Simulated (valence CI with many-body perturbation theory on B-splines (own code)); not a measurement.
**La34+: M1 decay**

Calculated by configuration interaction combined with many-body perturbation theory (CI+MBPT): five valence electrons over a frozen Dirac-Fock core [Ar], a basis of 7 s, 7 p, 8 d, 6 f, 4 g, 1 h functions for each j, with the one-electron correlation potential Σ1 (screened to all orders), the two-electron term Σ2, the three-electron term Σ3, Breit, model QED; selected single and double excitations, second order for the rest, scaled by the run's own slope (own B-spline code, finite nucleus).

The last digits are not significant, and no measured levels were compared; by estimate large intervals hold to a few tenths of a per cent, small ones and those within an open d or f shell to about a per cent. Only levels of the ground parity were solved; by the run's estimate the other parity begins above the list, which can be wrong where configurations are misplaced.

Lines 51 to 100 of 120 in falling wavelength, among levels below 791000 cm⁻¹, chosen from the decays that carry over 1 % of a level's rate. Wavelengths and rates use the calculated energies. Weak lines are less certain than strong ones. Lines between different terms over intervals too small for the method are left out, as are lines whose strength nearly cancels.

Levels are named by their leading jj configuration (3d3/2^4 stands for four electrons in 3d with j = 3/2), which in mixed levels can hold well under half, so a name can repeat and another be missing. Letters in brackets count levels of one name in rising energy.

```csv
λ vac (nm),Upper,Lower,Type,A (s⁻¹),Branch %
63.94,(3d3/2 3d5/2^4) J=5/2 [a],(3d3/2^2 3d5/2^3) J=7/2 [a],M1,4.20e+04,16.1
63.82,(3d3/2^2 3d5/2^3) J=9/2 [a],(3d3/2^3 3d5/2^2) J=7/2 [a],M1,2.27e+04,52.8
63.05,(3d3/2^2 3d5/2^3) J=1/2 [a],(3d3/2^3 3d5/2^2) J=3/2 [a],M1,4.43e+04,55.2
62.70,(3d3/2^2 3d5/2^3) J=9/2 [c],(3d3/2^2 3d5/2^3) J=9/2 [a],M1,5.22e+02,1.0
62.07,(3d3/2^2 3d5/2^3) J=5/2 [c],(3d3/2^3 3d5/2^2) J=7/2 [b],M1,2.53e+04,22.1
61.68,(3d3/2^2 3d5/2^3) J=13/2,(3d3/2^3 3d5/2^2) J=11/2,M1,8.89e+03,98.1
59.48,(3d3/2^2 3d5/2^3) J=3/2 [a],(3d3/2^3 3d5/2^2) J=3/2 [a],M1,7.13e+04,44.2
59.24,(3d3/2^2 3d5/2^3) J=7/2 [c],(3d3/2^2 3d5/2^3) J=5/2 [a],M1,3.76e+03,5.0
57.96,(3d3/2^2 3d5/2^3) J=5/2 [a],(3d3/2^3 3d5/2^2) J=5/2 [a],M1,9.78e+04,76.5
57.59,(3d3/2^2 3d5/2^3) J=9/2 [c],(3d3/2^2 3d5/2^3) J=11/2,M1,3.46e+03,6.7
56.68,(3d3/2 3d5/2^4) J=3/2 [a],(3d3/2^2 3d5/2^3) J=5/2 [b],M1,3.28e+04,14.0
56.26,(3d3/2^3 3d5/2^2) J=7/2 [a],(3d3/2^4 3d5/2) J=5/2,M1,2.12e+04,82.5
55.80,(3d3/2 3d5/2^4) J=11/2,(3d3/2^2 3d5/2^3) J=13/2,M1,2.24e+04,14.0
55.61,(3d3/2^2 3d5/2^3) J=9/2 [c],(3d3/2^2 3d5/2^3) J=7/2 [a],M1,5.39e+02,1.0
54.83,(3d3/2 3d5/2^4) J=7/2 [a],(3d3/2^2 3d5/2^3) J=9/2 [a],M1,6.38e+04,35.7
54.78,(3d3/2^2 3d5/2^3) J=5/2 [b],(3d3/2^3 3d5/2^2) J=3/2 [a],M1,1.04e+04,11.9
54.44,(3d3/2^3 3d5/2^2) J=3/2 [a],(3d3/2^4 3d5/2) J=5/2,M1,8.90e+04,98.7
53.27,(3d3/2 3d5/2^4) J=5/2 [a],(3d3/2^2 3d5/2^3) J=5/2 [a],M1,1.39e+05,53.2
53.26,(3d3/2^2 3d5/2^3) J=9/2 [b],(3d3/2^3 3d5/2^2) J=9/2,M1,6.34e+04,54.5
53.05,(3d3/2^2 3d5/2^3) J=5/2 [b],(3d3/2^3 3d5/2^2) J=7/2 [a],M1,2.09e+04,23.8
52.40,(3d3/2 3d5/2^4) J=3/2 [a],(3d3/2^2 3d5/2^3) J=3/2 [a],M1,8.49e+04,36.1
51.62,(3d3/2^2 3d5/2^3) J=7/2 [b],(3d3/2^3 3d5/2^2) J=5/2 [b],M1,1.12e+03,3.8
51.53,(3d3/2 3d5/2^4) J=11/2,(3d3/2^2 3d5/2^3) J=9/2 [a],M1,2.47e+04,15.5
51.13,(3d3/2^2 3d5/2^3) J=7/2 [c],(3d3/2^3 3d5/2^2) J=7/2 [b],M1,2.70e+04,35.6
49.91,(3d3/2 3d5/2^4) J=3/2 [a],(3d3/2^2 3d5/2^3) J=1/2 [a],M1,7.96e+04,33.9
49.79,(3d3/2^3 3d5/2^2) J=3/2 [b],(3d3/2^3 3d5/2^2) J=5/2 [a],M1,5.62e+03,25.3
49.60,(3d3/2^2 3d5/2^3) J=7/2 [b],(3d3/2^3 3d5/2^2) J=9/2,M1,1.58e+04,53.8
49.33,(3d3/2 3d5/2^4) J=7/2 [a],(3d3/2^2 3d5/2^3) J=7/2 [a],M1,5.39e+04,30.1
49.05,(3d3/2^2 3d5/2^3) J=7/2 [a],(3d3/2^3 3d5/2^2) J=5/2 [a],M1,1.05e+04,17.3
48.03,(3d3/2 3d5/2^4) J=11/2,(3d3/2^2 3d5/2^3) J=11/2,M1,9.58e+04,60.1
47.84,(3d3/2^2 3d5/2^3) J=9/2 [b],(3d3/2^3 3d5/2^2) J=11/2,M1,2.38e+04,20.4
47.50,(3d3/2^2 3d5/2^3) J=3/2 [b],(3d3/2^3 3d5/2^2) J=1/2,M1,8.18e+03,18.6
46.62,(3d3/2 3d5/2^4) J=5/2 [a],(3d3/2^3 3d5/2^2) J=7/2 [b],M1,6.34e+03,2.4
46.23,(3d3/2^3 3d5/2^2) J=5/2 [b],(3d3/2^4 3d5/2) J=5/2,M1,4.66e+02,1.7
45.78,(3d3/2^2 3d5/2^3) J=9/2 [b],(3d3/2^3 3d5/2^2) J=7/2 [a],M1,1.95e+04,16.8
45.43,(3d3/2^2 3d5/2^3) J=3/2 [b],(3d3/2^3 3d5/2^2) J=5/2 [b],M1,7.46e+03,17.0
43.25,(3d3/2^2 3d5/2^3) J=1/2 [b],(3d3/2^3 3d5/2^2) J=1/2,M1,2.95e+04,25.8
43.05,(3d3/2^2 3d5/2^3) J=7/2 [b],(3d3/2^3 3d5/2^2) J=7/2 [a],M1,1.21e+03,4.1
42.84,(3d3/2^2 3d5/2^3) J=5/2 [c],(3d3/2^3 3d5/2^2) J=3/2 [a],M1,1.69e+04,14.8
42.73,(3d3/2 3d5/2^4) J=7/2 [a],(3d3/2^2 3d5/2^3) J=5/2 [a],M1,6.39e+03,3.6
42.50,(3d3/2^2 3d5/2^3) J=7/2 [c],(3d3/2^3 3d5/2^2) J=5/2 [b],M1,1.19e+04,15.7
42.03,(3d3/2^2 3d5/2^3) J=9/2 [c],(3d3/2^3 3d5/2^2) J=7/2 [b],M1,2.69e+04,52.1
41.77,(3d3/2^2 3d5/2^3) J=5/2 [c],(3d3/2^3 3d5/2^2) J=7/2 [a],M1,4.64e+04,40.6
41.40,(3d3/2^2 3d5/2^3) J=3/2 [a],(3d3/2^3 3d5/2^2) J=5/2 [a],M1,5.53e+04,34.2
41.13,(3d3/2^2 3d5/2^3) J=7/2 [c],(3d3/2^3 3d5/2^2) J=9/2,M1,3.04e+04,40.1
39.56,(3d3/2^2 3d5/2^3) J=3/2 [b],(3d3/2^3 3d5/2^2) J=3/2 [a],M1,1.33e+04,30.3
39.34,(3d3/2 3d5/2^4) J=5/2 [a],(3d3/2^3 3d5/2^2) J=5/2 [b],M1,4.48e+04,17.1
39.07,(3d3/2^2 3d5/2^3) J=5/2 [b],(3d3/2^3 3d5/2^2) J=5/2 [a],M1,1.28e+03,1.5
39.06,(3d3/2^3 3d5/2^2) J=7/2 [b],(3d3/2^4 3d5/2) J=5/2,M1,4.42e+03,61.5
38.48,(3d3/2 3d5/2^4) J=3/2 [a],(3d3/2^2 3d5/2^3) J=5/2 [a],M1,1.56e+04,6.6
```
